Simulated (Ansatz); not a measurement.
`Cl[Si](Cl)(Cl)Br` + H₂Te → `Cl[Si](Cl)(Cl)[TeH]` + HBr at 700 K and 1 bar (ligand exchange at the Si–Br bond).

Gas-phase electronic energies from Ansatz, PBE0-D4/def2-TZVP geometries. CCSD(T)/CBS is the MP2 limit (def2-TZVPP, def2-QZVPP) plus CCSD(T) − MP2 in def2-TZVPP, frozen cores. Elements past krypton have def2 core potentials. For Br, Te outer-core shells are correlated without core-valence functions, which leaves a few kJ/mol of doubt a bond. Scalar relativity is left out up to krypton.

```
              species  CCSD(T)/CBS energy (Eh)  H − E (kJ/mol)  S (J/(mol·K))
   `Cl[Si](Cl)(Cl)Br`              -4241.93609            78.4          440.1
                 H₂Te               -268.91024            57.2          261.6
`Cl[Si](Cl)(Cl)[TeH]`              -1936.91665           103.6          489.4
                  HBr              -2573.91920            36.5          223.7
```

H − E and S are ideal-gas, rigid-rotor, harmonic terms from PBE0-D4/def2-TZVP. 1 Eh = 2625.50 kJ/mol, R = 8.31446 J/(mol·K).

By hand: ΔE, ΔH, ΔS and ΔG.

ΔE = (-1936.91665) + (-2573.91920) − (-4241.93609) − (-268.91024) = 0.01048 Eh = 27.5 kJ/mol. Δ(H − E) = 103.6 + 36.5 − 78.4 − 57.2 = 4.5, so ΔH = 32.0 kJ/mol. ΔS = 489.4 + 223.7 − 440.1 − 261.6 = 11.4 J/(mol·K). ΔG = 32.0 − 700 × (11.4)/1000 = 24.0 kJ/mol.

By hand: the equilibrium constant, and the temperature at which ΔG would vanish if ΔH and ΔS stayed fixed.

log₁₀ K = −ΔG/(RT ln 10) = -1.8. ΔG = 0 at ΔH/ΔS = 2807 K, far beyond where these terms or the molecules hold.

The number of gas molecules stays the same, so ΔS is small and ΔH decides. A doubt of 5 kJ/mol in ΔE shifts log₁₀ K by 0.4 here. These are equilibria of isolated gas molecules and say nothing of rates. Largest T1 diagnostic: 0.010 (customary marks: 0.02 for closed shells, 0.045 for open ones).
